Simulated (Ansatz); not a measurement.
Reaction (ligand exchange at a Ge–C bond): `C[CH](Cl)[GeH3]` + `BS` → `B[S][GeH3]` + `CCCl`

Calculated with Ansatz (gas phase, PBE0-D4/def2-TZVP geometries, no zero-point term in ΔE). CBS: MP2 limit from def2 TZ/QZ plus the TZ coupled-cluster correction, frozen cores. This one scheme is used for every species. For Ge outer-core shells are correlated without core-valence functions, which leaves a few kJ/mol of doubt a bond. Scalar relativity is left out up to krypton.

| level | ΔE (kJ/mol) |
| --- | --- |
| CCSD/def2-TZVPP | -61.7 |
| HF/def2-QZVPP | -77.2 |

Question: What does CCSD(T)/CBS give? (An estimate is asked.)

Answer: Computed: -60.0 kJ/mol. The listed levels differ from it by -1.7, -17.2 kJ/mol.

Largest T1 diagnostic among the species: 0.015.

In def2-TZVPP, CCSD(T) changes the Hartree–Fock value by +16.5 kJ/mol (the triples alone add +1.2 kJ/mol) and MP2 by +15.5 kJ/mol. The D4 term adds +3.4 kJ/mol with B3LYP and +1.9 kJ/mol with PBE0; it sums over pairs of atoms, weighted by their polarisabilities, and B3LYP, whose exchange is more repulsive, gets the larger term.

B3LYP here is the variant with VWN-RPA as its local correlation; programs differ in this.
